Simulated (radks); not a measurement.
Species: Pt. Configuration: [Xe] 4f14 5d7.5 6s1 6p1.5 (fractional occupations, a model configuration).

All-electron calculation, scalar-relativistic Kohn-Sham, r2SCAN, spin-polarised, spherical densities, finite nucleus; open shells are filled with parallel spins first (spin-orbit coupling, left out, can overturn this in heavy ions); meta-GGA in the generalised Kohn-Sham scheme; Fermi nuclear charge, rms radius 5.427 fm. Program: a radial shooting solver on a logarithmic mesh with Libxc functionals.

Energy parts (eV):
total: -501001.28
kinetic: 558514.32
electron-nucleus: -1244295.48
Hartree: 194426.50
exchange-correlation: -9646.62

Orbitals (lengths in bohr, moments of r in powers of bohr):
\begin{tabular}{lrrrr}
orbital & occ. & eigenvalue (eV) & <r> & <r^4> \\ \hline
1s up & 1 & -78503.58 & 0.01715 & 4.525e-07 \\
1s down & 1 & -78503.55 & 0.01715 & 4.525e-07 \\
2s up & 1 & -13825.05 & 0.07235 & 0.00006663 \\
2s down & 1 & -13824.79 & 0.07235 & 0.00006663 \\
2p up & 3 & -11981.61 & 0.06523 & 0.00005373 \\
2p down & 3 & -11981.40 & 0.06523 & 0.00005373 \\
3s up & 1 & -3263.530 & 0.1869 & 0.002409 \\
3s down & 1 & -3263.482 & 0.1869 & 0.002408 \\
3p up & 3 & -2724.264 & 0.1880 & 0.002639 \\
3p down & 3 & -2724.191 & 0.1880 & 0.002639 \\
3d up & 5 & -2137.890 & 0.1705 & 0.002037 \\
3d down & 5 & -2137.720 & 0.1705 & 0.002036 \\
4s up & 1 & -713.1555 & 0.4150 & 0.05453 \\
4s down & 1 & -712.9017 & 0.4151 & 0.05454 \\
4p up & 3 & -535.5217 & 0.4416 & 0.07277 \\
4p down & 3 & -535.2924 & 0.4416 & 0.07272 \\
4d up & 5 & -318.5669 & 0.4682 & 0.1023 \\
4d down & 5 & -318.2913 & 0.4680 & 0.1020 \\
5s up & 1 & -111.4632 & 0.9554 & 1.531 \\
5s down & 1 & -109.8735 & 0.9516 & 1.500 \\
4f up & 7 & -77.9933 & 0.5165 & 0.2232 \\
4f down & 7 & -77.5960 & 0.5151 & 0.2183 \\
5p up & 3 & -65.0174 & 1.102 & 2.881 \\
5p down & 3 & -63.0465 & 1.095 & 2.772 \\
5d up & 5 & -12.7996 & 1.586 & 17.04 \\
6s up & 1 & -10.1307 & 2.674 & 105.3 \\
5d down & 2.5 & -10.0954 & 1.561 & 15.83 \\
6s down & 0 & -6.4825 & 2.742 & 122.4 \\
6p up & 1.5 & -3.2546 & 3.721 & 438.8 \\
\end{tabular}

The highest occupied level is 6p up at -3.255 eV. The configuration is held as typed, so some empty levels lie below it. Summed over all electrons, <r^2> = 74.06 bohr^2, which gives a Langevin (diamagnetic) susceptibility term of -58.7 x 10^-6 cm^3/mol. The electron density at the nucleus is 2.116e+06 e/bohr^3 (large components only).
